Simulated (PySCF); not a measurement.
C3H5NSi2, SMILES C#CC1=N[SiH2][SiH2]1. Geometry optimised at ωB97X-D3(BJ)/def2-SVP. The structure was generated by enumeration, and PubChem lists no compound with its InChIKey, so it may never have been made.

Computed equilibrium geometry at ωB97X-D3(BJ)/def2-SVP (PySCF confirms it by a frequency run) as Cartesian coordinates in Å, and its point group:
point group Cs.
```xyz
11

C     -0.2248    -3.2622     0.0000
C     -0.2567    -2.0515     0.0000
C     -0.2019    -0.6074     0.0000
N     -1.2621     0.1349     0.0000
Si    -0.5915     1.8140     0.0000
Si     1.3549     0.5361     0.0000
H     -0.2153    -4.3387     0.0000
H     -0.9833     2.5823     1.2135
H     -0.9833     2.5823    -1.2135
H      2.2146     0.4278    -1.2142
H      2.2146     0.4278     1.2142
```
